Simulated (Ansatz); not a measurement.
The cluster BAs2, 3 atoms. Hardware: 4 threads of Arm Neoverse V1 on a shared host.

Correlated methods freeze 19 core orbitals; core or outer-core shells of As are correlated, in sets that lack core-valence functions.

Q: How many basis functions does each of these Ansatz runs have, and roughly what does it cost? MP2/def2-TZVP, charge 0 quartet, energy, from earlier orbitals; r2SCAN-D4/def2-TZVP, charge 0 doublet, energy and forces, from earlier orbitals; PBE0-D4/def2-TZVPD, charge -1 singlet at the geometry of the charge 0 doublet, energy; PBE0-D4/def2-TZVP, charge 1 singlet at the geometry of the charge 0 doublet, energy; PBE0-D4/def2-TZVPD, charge -1 triplet at the geometry of the charge 0 doublet, energy; PBE-D4/def2-TZVP, charge 0 doublet, relaxation, 3 steps; PBE0-D4/def2-SVP, charge 0 doublet, energy, from earlier orbitals; BHLYP-D4/def2-TZVP, charge 0 quartet, energy, from earlier orbitals; PBE-D4/def2-SVP, charge 0 doublet, energy, from earlier orbitals; PBE-D4/def2-TZVPD, charge 0 doublet, energy, from earlier orbitals; PBE0-D4/def2-TZVP, charge 0 doublet, energy, from earlier orbitals; RPA@PBE/def2-TZVP, charge 0 doublet, energy, from earlier orbitals.

A: Other jobs shared the machine, so times can vary by a factor of up to 3. A dash marks memory too small to be measured apart from the calling script's.

| run | functions | fitting or Cholesky vectors | wall time | peak host memory (GiB) |
| --- | --- | --- | --- | --- |
| PBE0-D4/def2-TZVP, charge 1 singlet at the geometry of the charge 0 doublet, energy | 127 | 1015 | 1.3 s | – |
| PBE-D4/def2-SVP, charge 0 doublet, energy, from earlier orbitals | 78 | 880 | 1.7 s | – |
| PBE0-D4/def2-TZVPD, charge -1 singlet at the geometry of the charge 0 doublet, energy | 145 | 1039 | 1.8 s | – |
| PBE0-D4/def2-SVP, charge 0 doublet, energy, from earlier orbitals | 78 | 773 | 2.1 s | – |
| MP2/def2-TZVP, charge 0 quartet, energy, from earlier orbitals | 127 | 842 | 2.7 s | – |
| RPA@PBE/def2-TZVP, charge 0 doublet, energy, from earlier orbitals | 127 | 842 | 2.7 s | – |
| PBE-D4/def2-TZVPD, charge 0 doublet, energy, from earlier orbitals | 145 | 979 | 3.3 s | – |
| PBE-D4/def2-TZVP, charge 0 doublet, relaxation, 3 steps | 127 | 915 | 4.1 s | – |
| PBE0-D4/def2-TZVP, charge 0 doublet, energy, from earlier orbitals | 127 | 842 | 6 s | – |
| r2SCAN-D4/def2-TZVP, charge 0 doublet, energy and forces, from earlier orbitals | 127 | 915 | 6.5 s | – |
| PBE0-D4/def2-TZVPD, charge -1 triplet at the geometry of the charge 0 doublet, energy | 145 | 1039 | 7 s | – |
| BHLYP-D4/def2-TZVP, charge 0 quartet, energy, from earlier orbitals | 127 | 842 | 13 s | – |
